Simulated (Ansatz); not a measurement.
`[F][ZnH]` + `O[SiH3]` → `[SiH3][O][ZnH]` + H–F  (ligand exchange at a Zn–F bond)

Program: Ansatz. Geometries: PBE0-D4/def2-TZVP. ΔE: electronic, gas phase. CBS: MP2 limit from def2 TZ/QZ plus the TZ coupled-cluster correction, frozen cores. This one scheme is used for every species. DFT in def2-TZVPP. HSE06 is defined as in plane-wave codes. For Zn outer-core shells are correlated without core-valence functions, which leaves a few kJ/mol of doubt a bond. Scalar relativity is left out up to krypton.

`[F][ZnH]`:

```xyz
3

F     0.150    1.342    0.981
Zn   -0.007   -0.065   -0.048
H    -0.142   -1.276   -0.933
```

`O[SiH3]`:

Z-matrix (Å, degrees):
```
Si
O 1 1.648
H 1 1.489 2 111.7
H 1 1.489 2 111.7 3 120.9
H 1 1.481 2 105.9 3 -119.6
H 2 0.957 1 117.9 3 -60.5
```

`[SiH3][O][ZnH]`:

```xyz
7

Si    0.883    0.253    0.692
O    -0.432   -0.431    0.047
Zn   -1.664   -0.553   -1.208
H     1.991    0.362   -0.303
H     1.369   -0.562    1.839
H     0.593    1.629    1.190
H    -2.740   -0.698   -2.257
```

H–F:

```xyz
2

F     0.156    0.426    0.078
H    -0.156   -0.426   -0.078
```

(1) Is it downhill or uphill in electronic energy at CCSD(T)/CBS, and by how much? (An estimate is asked.)

(2) What do these levels give: revPBE-D4, ωB97X-V, HSE06, CAM-B3LYP, CCSD(T)/def2-TZVPP, MP2/def2-QZVPP? (Best estimate.)

(3) What do rigid-rotor, harmonic-oscillator terms from PBE0-D4/def2-TZVP frequencies (298.15 K, 1 bar) make of the CCSD(T)/CBS value? (An estimate is asked.)

Largest T1 diagnostic among the species: 0.018.

Results:

(1) Computed: Uphill: ΔE = +8.2 kJ/mol.

(2) The calculation gave: revPBE-D4 16.7, ωB97X-V 15.9, HSE06 15.3, CAM-B3LYP 18.4, CCSD(T)/def2-TZVPP 5.5, MP2/def2-QZVPP 4.1 kJ/mol.

(3) Computed: ΔZPE = -4.8 kJ/mol, ΔH = +6.5 kJ/mol, ΔS = 14 J/(mol·K), ΔG = +2.3 kJ/mol. Modes under 50 cm⁻¹ make the entropy rough.

From r2SCAN to r2SCAN0 (25 % exact exchange), in def2-TZVPP and without D4, ΔE moves by −3.9 kJ/mol. At CCSD(T), def2-SVP lies −6.7 kJ/mol from the extrapolated value and def2-TZVPP −2.8 kJ/mol. In def2-TZVPP, CCSD(T) changes the Hartree–Fock value by −10.0 kJ/mol (the triples alone add −1.2 kJ/mol) and MP2 by −13.5 kJ/mol.
